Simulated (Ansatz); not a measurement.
**Worked example: a bond strength in GeSiH4F2 (SMILES F[SiH](F)[GeH3])**

GeSiH4F2: 8 atoms, total charge 0, spin state singlet. SMILES: `F[SiH](F)[GeH3]`. The shape was relaxed beforehand at r2SCAN/def2-SVP.

```xyz
8

F     1.2849   -1.4385    1.2088
Si    1.1363   -0.1149    0.2852
F     1.9779   -0.3895   -1.0726
Ge   -1.1441    0.1716   -0.2758
H     1.7871    1.0123    1.0011
H    -1.9786    0.3878    0.9941
H    -1.6568   -1.0769   -1.0043
H    -1.3148    1.3910   -1.1921
```

Wanted: the dissociation energy of the Si2–F1 bond into doublet GeSiH4F and doublet F (shapes relaxed at r2SCAN/def2-SVP, no zero-point term). 1 Eh = 2625.50 kJ/mol = 27.2114 eV. Totals in Eh; open shells run unrestricted unless said.

| level | program | GeSiH4F2 | doublet GeSiH4F | doublet F |
| --- | --- | --- | --- | --- |
| PBE/def2-SVP | Ansatz | -2567.519174 | -2467.736577 | -99.539757 |
| r2SCAN/def2-SVP | Ansatz | -2568.069846 | -2468.233014 | -99.598774 |
| B3LYP/def2-SVP | Ansatz | -2568.251432 | -2468.373349 | -99.640474 |

Q: Work out the dissociation energy at each level.

A: 
1. PBE/def2-SVP: (-2467.736577) + (-99.539757) − (-2567.519174) = 0.242840 Eh = 637.6 kJ/mol = 6.61 eV.
2. r2SCAN/def2-SVP: (-2468.233014) + (-99.598774) − (-2568.069846) = 0.238058 Eh = 625.0 kJ/mol = 6.48 eV.
3. B3LYP/def2-SVP: (-2468.373349) + (-99.640474) − (-2568.251432) = 0.237609 Eh = 623.8 kJ/mol = 6.47 eV.

The levels span 624 to 638 kJ/mol; no measured value is set beside them. A bond enthalpy at 298 K also holds the loss of zero-point energy and thermal terms.
